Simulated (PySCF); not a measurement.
CH3ClF2NNb, multiplicity 1. Atoms are numbered in the order given.

```xyz
9

Nb    -0.3146     0.0988     0.0000
N      0.4635    -1.4425     0.0000
C      1.1039    -2.7062     0.0000
H      0.8251    -3.2886     0.8943
H      2.2001    -2.5816     0.0000
H      0.8251    -3.2886    -0.8943
F     -1.3488     0.1711     1.5537
F     -1.3488     0.1711    -1.5537
Cl     1.3799     1.6684     0.0000
```

The structure is a stationary point at PBE0-D3(BJ)/def2-SVP. The spin state was assumed, not searched. The structure was generated by enumeration; whether it is a known compound was not checked. The def2 effective core potentials stand for the cores of Nb; spin–orbit coupling is left out.

These are CAM-B3LYP/def2-TZVP (PySCF) values and carry that method's errors.

Symmetry labels are those of the subgroup Cs that the program uses (full group Cs).

Computed valence orbital energies around the gap with their symmetry:
| orbital | symmetry | energy (eV) |
|---|---|---|
| HOMO−7 | A" | -14.03 |
| HOMO−6 | A" | -13.60 |
| HOMO−5 | A' | -13.54 |
| HOMO−4 | A' | -12.28 |
| HOMO−3 | A' | -11.34 |
| HOMO−2 | A" | -11.10 |
| HOMO−1 | A" | -9.67 |
| HOMO | A' | -9.54 |
| LUMO | A" | -0.85 |
| LUMO+1 | A' | -0.77 |
| LUMO+2 | A' | 0.15 |
| LUMO+3 | A' | 0.42 |
